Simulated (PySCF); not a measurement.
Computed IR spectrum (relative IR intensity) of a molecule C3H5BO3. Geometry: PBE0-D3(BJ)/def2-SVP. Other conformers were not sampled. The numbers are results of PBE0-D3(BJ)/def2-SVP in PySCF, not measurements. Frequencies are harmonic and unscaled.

Lines under 2 % of the strongest are left out, and lines within 2 cm⁻¹ are merged.

```csv
ν (cm⁻¹),relative intensity
137,2.8
175,2.0
443,4.1
514,67
651,30
934,23
982,4.2
994,100
1009,23
1098,10
1166,69
1237,26
1311,60
1424,52
1464,4.3
1475,93
1693,81
3083,7.0
3158,3.2
3220,2.4
3956,45
```

Question: Which molecule gave these data?
(A) OB(O)C1=COC1
(B) OB(O)[C@@H]1C=CO1
(C) O=CB1COCO1
(D) O=C1OCB1CO

Answer: A, OB(O)C1=COC1
